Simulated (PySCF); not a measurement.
# How methods differ on the excitation energy of Cl²⁺

Cl²⁺ [Ne] 3s2 3p3 (4S) → Cl²⁺ [Ne] 3s2 3p2 4s1 (4P), as a difference of total energies. Computed with PySCF 2.14 in aug-cc-pCVTZ-DK with one added diffuse shell each of s, p, d, f type (9s8p6d4f, 91 functions), with the spin-free X2C one-electron Hamiltonian (Gaussian nucleus). Correlated levels: valence: [Ne] frozen. The calculations carry no spin-orbit coupling.

```tsv
method	excitation energy (eV)
UHF	21.536
MP2 (valence)	21.714
SCS-MP2 (valence)	21.636
CCSD (valence)	21.632
CCSD(T) (valence)	21.610
```

How much does correlation contribute at CCSD(T) (valence)?

21.610 − (21.536) = 0.074 eV, measured against UHF.

A first-order spin-orbit estimate (lowest level to lowest level, LS coupling) adds -0.082 eV.

The promoted electron is Rydberg-like, and one or two diffuse shells describe it only roughly, which tends to raise the upper state.

The coupled-cluster amplitudes are large for the upper state (T1 above 0.03 or a double amplitude above 0.15), so a single reference is strained.
